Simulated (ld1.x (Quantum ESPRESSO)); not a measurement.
**What one change does to a pseudopotential (antimony, TM)**

antimony (Sb), norm-conserving Troullier–Martins (Kleinman–Bylander form), made with ld1.x (Quantum ESPRESSO) 7.5 (PBE, scalar-relativistic). Core [Kr] 4d10, reference 5s2 5p2.5 (charge +0.5). Waves: 5p (bound): rc 1.95 bohr; 5s (bound): rc 1.55 bohr. Local part: the s channel. Core correction: Bessel-smoothed model core inside 1.20 bohr.

Change: wave 5p (bound): rc 1.95 bohr becomes 5p (bound): rc 2.80 bohr.

Cutoffs: the cutoffs (Ry, on a coarse ladder) from which the occupation-weighted sum of valence levels, in a spherical-Bessel basis at the reference potential, stays within 10 and 1 mRy of its value at 400 Ry; they do not see the model core or the augmentation charge, which bear on the density cutoff. Errors are all-electron minus pseudo energies relative to the spin-unpolarised reference configuration.

Predict the effect on cutoff, ghosts and configuration errors.

The potential gets neither clearly harder nor softer (45 Ry and 100 Ry → 45 Ry and 90 Ry); the s channel sets the loose cutoff, while the largest relative change is in p, which becomes softer; of the 7 tests that both files solve, the error grows in 0 and shrinks in 2 by more than 15 % and 0.3 meV (median size 12.3 → 7.9 meV); neither file shows a bound ghost.

| quantity | base | changed |
| --- | --- | --- |
| cutoff, loose | 45 Ry | 45 Ry |
| cutoff, tight | 100 Ry | 90 Ry |
| loose cutoff by channel (10 mRy a level) | p 10 Ry, s 30 Ry | p 8 Ry, s 30 Ry |
| bound ghosts | none | none |
| error for 5s2 5p3, meV [ΔE -3.26 eV] | +0.2 | +0.2 |
| error for 5s2 5p2, meV [ΔE 5.05 eV] | -2.5 | -2.7 |
| error for 5s2 5p1, meV [ΔE 21.02 eV] | -27 | -31 |
| error for 5s1 5p0, meV [ΔE 89.73 eV] | -436 | -487 |
| error for 5s1 5p4, meV [ΔE 4.85 eV] | -12 | -7.9 |
| error for 5s2 5p3.3, meV [ΔE -4.42 eV] | +0.1 | +0.1 |
| error for 5s0 5p5, meV [ΔE 13.17 eV] | -56 | -38 |
